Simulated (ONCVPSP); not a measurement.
**carbon: excitation energies, all-electron against ONCV**

```
Element                 : carbon
Generator               : ONCVPSP 4.0.1
Type                    : optimised norm-conserving Vanderbilt (ONCV)
Functional              : PBEsol
Relativity              : scalar-relativistic
Frozen core             : [He]
Valence charge          : 4
Reference configuration : 2s1 2p3
Partial waves           : 2s: rc 0.90 bohr, ncon 4, nbas 7, qcut 9.1 1/bohr, 1 projector; 2p: rc 2.25 bohr, ncon 4, nbas 8, qcut 7.3 1/bohr, 1 projector; d scattering state at 0.03 Ha: rc 1.80 bohr, ncon 4, nbas 7, qcut 5.1 1/bohr, 1 projector
Local potential         : polynomial inside 0.55 bohr (lpopt 5, dvloc0 0 Ha)
Core correction         : none
```

Energies are relative to the spin-unpolarised reference configuration 2s1 2p3; without spin polarisation the order of configurations can differ from experiment.

```json
{"valence configuration": "2s2 2p2", "charge": "0", "ΔE all-electron (eV)": "-8.427", "error AE − PS (meV)": "-3.4"}
{"valence configuration": "2s2 2p1", "charge": "+1", "ΔE all-electron (eV)": "2.362", "error AE − PS (meV)": "+77"}
{"valence configuration": "2s2 2p0", "charge": "+2", "ΔE all-electron (eV)": "26.381", "error AE − PS (meV)": "+463"}
{"valence configuration": "2s0 2p4", "charge": "0", "ΔE all-electron (eV)": "8.446", "error AE − PS (meV)": "-4.5"}
```

Note: no bound ghost flagged; GHOST(+) flagged for d at 54.8 eV.
